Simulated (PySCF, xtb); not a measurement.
F₂HS, SMILES F[SH+]F, charge +1.

GFN2-xTB (xtb 6.7.1) at its own geometry gives an orbital gap of 5.26 eV.

Coordinates come from a PBE0-D3(BJ)/def2-TZVP optimisation. The isomer is the one that the SMILES or the coordinates give; other isomers of the formula were not compared.

Q: What does PBE/def2-TZVPD run with PySCF give? (Estimate from the structure and the level; the computed values follow.)

A: gap 5.82 eV (levels -16.18 and -10.36 eV).
